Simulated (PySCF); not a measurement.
## Electron correlation in Rh (rhodium, neutral)

[Kr] 4d7 5s1 5p1, one real determinant (an excited configuration). Calculation: PySCF 2.14, in x2c-QZVPPall (13s8p7d4f2g, 118 functions); scalar relativity by spin-free X2C-1e. Frozen: [Kr]; 9 electrons correlated.

MP2 pair energies summed by pair of shells (mhartree):

```json
{"pair": "4d-4d", "energy": "-161.10", "share (%)": "79.8"}
{"pair": "4d-5s", "energy": "-26.01", "share (%)": "12.9"}
{"pair": "4d-5p", "energy": "-12.88", "share (%)": "6.4"}
{"pair": "5s-5p", "energy": "-1.95", "share (%)": "1.0"}
```

Total MP2 correlation energy: -201.93 mhartree.

Same-spin part -94.49 and opposite-spin part -107.44 mhartree; SCS-MP2 scales them by 1/3 and 6/5 to -160.43 mhartree.

The basis was made for the ground configuration and has no added diffuse functions, which can raise the energy of the promoted electron.

The reference is one real determinant that mixes LS terms of this configuration.
